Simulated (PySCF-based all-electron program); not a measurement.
**Bond force of SrSe, singlet**

All-electron Kohn–Sham DFT on the free molecule, computed near the basis limit with an in-house program on PySCF integrals; Koelling–Harmon scalar relativity, no spin–orbit coupling, spin-restricted. Forces are good to about 0.002 eV/Å. In part, the state lies near an instability. A positive force pushes the atoms apart.

```json
{"r (Å)": "2.040", "PBE (eV/Å)": "15.839"}
{"r (Å)": "2.1675", "PBE (eV/Å)": "?"}
{"r (Å)": "2.295", "PBE (eV/Å)": "?"}
{"r (Å)": "2.550", "PBE (eV/Å)": "0.225"}
{"r (Å)": "2.805", "PBE (eV/Å)": "?"}
```

Question: Fill in the missing PBE forces.

Answer: 2.1675 Å: 9.457 eV/Å; 2.295 Å: 5.098 eV/Å; 2.805 Å: -1.762 eV/Å.

Question: Fit a Morse curve to the forces within 0.84 to 1.25 of the listed length with the smallest force. Where does the force vanish, what is the force constant, and what harmonic wavenumber follows with standard atomic masses?

Answer: PBE: 2.569 Å, 11 eV/Å², about 270 cm⁻¹. The points are far apart, so these are estimates.
